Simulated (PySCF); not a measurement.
Vertical excitations of a molecule F₂H₅NSi₂ from PySCF with TDA-PBE/def2-SVPD, as energy in eV (oscillator strength): 4.88 (0.047), 5.16 (0.005), 6.24 (0.019), 6.53 (0.006), 6.79 (0.107), 6.86 (0.076), 6.91 (0.003), 7.07 (0.010), 7.11 (0.004), 7.17 (0.013). Lowest triplet (TDA): 4.31 eV. The structure is a stationary point at PBE-D3(BJ)/def2-SVP. The values are those of a single conformer.

Question: Which molecule gave these data?
(A) N[Si](F)(F)[SiH3]
(B) F[SiH2]N[SiH2]F
(C) N[SiH2][SiH](F)F
(D) N[Si@@H](F)[SiH2]F

Answer: C, N[SiH2][SiH](F)F
